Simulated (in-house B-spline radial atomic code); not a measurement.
Ionisation energies along the 11-electron series, configuration [Ne] 3s1, as differences of self-consistent energies. NIST's values go from ground level to ground level; the uncertainty of those that are theory runs from under 0.1 % in few-electron ions to several per cent in heavy many-electron ones. Computed with an all-electron radial atomic-structure program (B-spline basis): non-relativistic Hartree-Fock, average of the configuration, point nuclei.

This level leaves out relativity, spin-orbit splitting included, which matters for heavy ions.

```json
{"ion": "Mg+", "configuration after": "[He] 2s2 2p6", "ionisation energy (eV)": "14.7", "IE/(q+1)² (eV)": "3.6803", "-ε less Coulomb ΔSCF (eV)": "0.011981", "tabulated value (eV)": "15.03527", "computed minus tabulated (eV)": "-0.3"}
{"ion": "Al2+", "configuration after": "[He] 2s2 2p6", "ionisation energy (eV)": "28.0", "IE/(q+1)² (eV)": "3.1153", "-ε less Coulomb ΔSCF (eV)": "0.01899", "tabulated value (eV)": "28.44764", "computed minus tabulated (eV)": "-0.4"}
{"ion": "Si3+", "configuration after": "[He] 2s2 2p6", "ionisation energy (eV)": "44.6", "IE/(q+1)² (eV)": "2.7901", "-ε less Coulomb ΔSCF (eV)": "0.024878", "tabulated value (eV)": "45.14179", "computed minus tabulated (eV)": "-0.5"}
{"ion": "P4+", "configuration after": "[He] 2s2 2p6", "ionisation energy (eV)": "64.4", "IE/(q+1)² (eV)": "2.5771", "-ε less Coulomb ΔSCF (eV)": "0.029814", "tabulated value (eV)": "65.02511", "computed minus tabulated (eV)": "-0.6"}
{"ion": "S5+", "configuration after": "[He] 2s2 2p6", "ionisation energy (eV)": "87.3", "IE/(q+1)² (eV)": "2.4262", "-ε less Coulomb ΔSCF (eV)": "0.033989", "tabulated value (eV)": "88.0529", "computed minus tabulated (eV)": "-0.7"}
{"ion": "Cl6+", "configuration after": "[He] 2s2 2p6", "ionisation energy (eV)": "113.4", "IE/(q+1)² (eV)": "2.3134", "-ε less Coulomb ΔSCF (eV)": "0.037559", "tabulated value (eV)": "114.2013", "computed minus tabulated (eV)": "-0.8"}
{"ion": "Ar7+", "configuration after": "[He] 2s2 2p6", "ionisation energy (eV)": "142.5", "IE/(q+1)² (eV)": "2.2258", "-ε less Coulomb ΔSCF (eV)": "0.040645", "tabulated value (eV)": "143.4567", "computed minus tabulated (eV)": "-1.0"}
{"ion": "K8+", "configuration after": "[He] 2s2 2p6", "ionisation energy (eV)": "174.6", "IE/(q+1)² (eV)": "2.1557", "-ε less Coulomb ΔSCF (eV)": "0.043338", "tabulated value (eV)": "175.8174", "computed minus tabulated (eV)": "-1.2"}
{"ion": "Ca9+", "configuration after": "[He] 2s2 2p6", "ionisation energy (eV)": "209.8", "IE/(q+1)² (eV)": "2.0983", "-ε less Coulomb ΔSCF (eV)": "0.045708", "tabulated value (eV)": "211.275", "computed minus tabulated (eV)": "-1.4"}
{"ion": "Sc10+", "configuration after": "[He] 2s2 2p6", "ionisation energy (eV)": "248.1", "IE/(q+1)² (eV)": "2.0504", "-ε less Coulomb ΔSCF (eV)": "0.047812", "tabulated value (eV)": "249.798", "computed minus tabulated (eV)": "-1.7"}
{"ion": "Ti11+", "configuration after": "[He] 2s2 2p6", "ionisation energy (eV)": "289.4", "IE/(q+1)² (eV)": "2.0097", "-ε less Coulomb ΔSCF (eV)": "0.049691", "tabulated value (eV)": "291.5", "computed minus tabulated (eV)": "-2.1"}
{"ion": "V12+", "configuration after": "[He] 2s2 2p6", "ionisation energy (eV)": "333.8", "IE/(q+1)² (eV)": "1.9749", "-ε less Coulomb ΔSCF (eV)": "0.051381", "tabulated value (eV)": "336.274", "computed minus tabulated (eV)": "-2.5"}
{"ion": "Cr13+", "configuration after": "[He] 2s2 2p6", "ionisation energy (eV)": "381.1", "IE/(q+1)² (eV)": "1.9446", "-ε less Coulomb ΔSCF (eV)": "0.052908", "tabulated value (eV)": "384.163", "computed minus tabulated (eV)": "-3.0"}
{"ion": "Mn14+", "configuration after": "[He] 2s2 2p6", "ionisation energy (eV)": "431.6", "IE/(q+1)² (eV)": "1.9181", "-ε less Coulomb ΔSCF (eV)": "0.054296", "tabulated value (eV)": "435.172", "computed minus tabulated (eV)": "-3.6"}
{"ion": "Fe15+", "configuration after": "[He] 2s2 2p6", "ionisation energy (eV)": "485.0", "IE/(q+1)² (eV)": "1.8947", "-ε less Coulomb ΔSCF (eV)": "0.055563", "tabulated value (eV)": "489.312", "computed minus tabulated (eV)": "-4.3"}
{"ion": "Co16+", "configuration after": "[He] 2s2 2p6", "ionisation energy (eV)": "541.5", "IE/(q+1)² (eV)": "1.8738", "-ε less Coulomb ΔSCF (eV)": "0.056724", "tabulated value (eV)": "546.588", "computed minus tabulated (eV)": "-5.1"}
{"ion": "Ni17+", "configuration after": "[He] 2s2 2p6", "ionisation energy (eV)": "601.1", "IE/(q+1)² (eV)": "1.8551", "-ε less Coulomb ΔSCF (eV)": "0.057792", "tabulated value (eV)": "607.02", "computed minus tabulated (eV)": "-6.0"}
{"ion": "Cu18+", "configuration after": "[He] 2s2 2p6", "ionisation energy (eV)": "663.6", "IE/(q+1)² (eV)": "1.8382", "-ε less Coulomb ΔSCF (eV)": "0.058778", "tabulated value (eV)": "670.608", "computed minus tabulated (eV)": "-7.0"}
{"ion": "Zn19+", "configuration after": "[He] 2s2 2p6", "ionisation energy (eV)": "729.2", "IE/(q+1)² (eV)": "1.823", "-ε less Coulomb ΔSCF (eV)": "0.059692", "tabulated value (eV)": "737.366", "computed minus tabulated (eV)": "-8.2"}
{"ion": "Ga20+", "configuration after": "[He] 2s2 2p6", "ionisation energy (eV)": "797.8", "IE/(q+1)² (eV)": "1.8091", "-ε less Coulomb ΔSCF (eV)": "0.06054", "tabulated value (eV)": "807.308", "computed minus tabulated (eV)": "-9.5"}
{"ion": "Ge21+", "configuration after": "[He] 2s2 2p6", "ionisation energy (eV)": "869.4", "IE/(q+1)² (eV)": "1.7964", "-ε less Coulomb ΔSCF (eV)": "0.06133", "tabulated value (eV)": "880.44", "computed minus tabulated (eV)": "-11.0"}
{"ion": "As22+", "configuration after": "[He] 2s2 2p6", "ionisation energy (eV)": "944.1", "IE/(q+1)² (eV)": "1.7847", "-ε less Coulomb ΔSCF (eV)": "0.062068", "tabulated value (eV)": "956.79", "computed minus tabulated (eV)": "-12.7"}
{"ion": "Se23+", "configuration after": "[He] 2s2 2p6", "ionisation energy (eV)": "1021.8", "IE/(q+1)² (eV)": "1.774", "-ε less Coulomb ΔSCF (eV)": "0.062758", "tabulated value (eV)": "1036.36", "computed minus tabulated (eV)": "-14.5"}
```

Question: How far is this level of theory from the measured and semi-empirical values?

Answer: Over those 23 rows the differences run from -14.5 to -0.314 eV (mean absolute value 4.3 eV). The calculation leaves out relativity, correlation and, in open shells, the multiplet splittings that an average leaves out.
